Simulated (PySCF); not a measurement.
Shapes and spin states of MoSF₂

Computed with B3LYP in PySCF with Mo def2-SVP with ECP28, S def2-SVP, F def2-SVP; scalar-relativistic core potentials, no spin–orbit coupling; density-fitted integrals.

Relaxations began from a few typed shapes and spin states; open shells are unrestricted. The search is not exhaustive: other isomers or separated fragments can lie lower, and high-lying points may rest on an excited occupation.

Question: Which is the lowest minimum found?
A. singlet (closed shell, unstable to spin polarisation) C2v: Mo–F 1.831 Å (×2), Mo–S 2.083 Å; F–Mo–F 133.8°, F–Mo–S 113.1° (×2)
B. singlet (closed shell, unstable to spin polarisation) C2v: Mo–F 1.831 Å (×2), Mo–S 2.083 Å; F–Mo–F 134.1°, F–Mo–S 113.0° (×2)
C. triplet C2v: Mo–F 1.868 Å (×2), Mo–S 2.106 Å; F–Mo–F 120.2°, F–Mo–S 119.9° (×2)

Answer: C. The others lie at 28.3 (singlet C2v), 28.5 (singlet C2v) kJ/mol above it.

Formally Mo is in oxidation state +4, d2, with 2 unpaired electrons (the high-spin count). The Mulliken spin on Mo is 2.19. The polar-tensor charge on Mo, 1.67, is far below the formal one.

For the lowest minimum: open d and f shells are described by one determinant, and the ground state may have another occupation or spin.
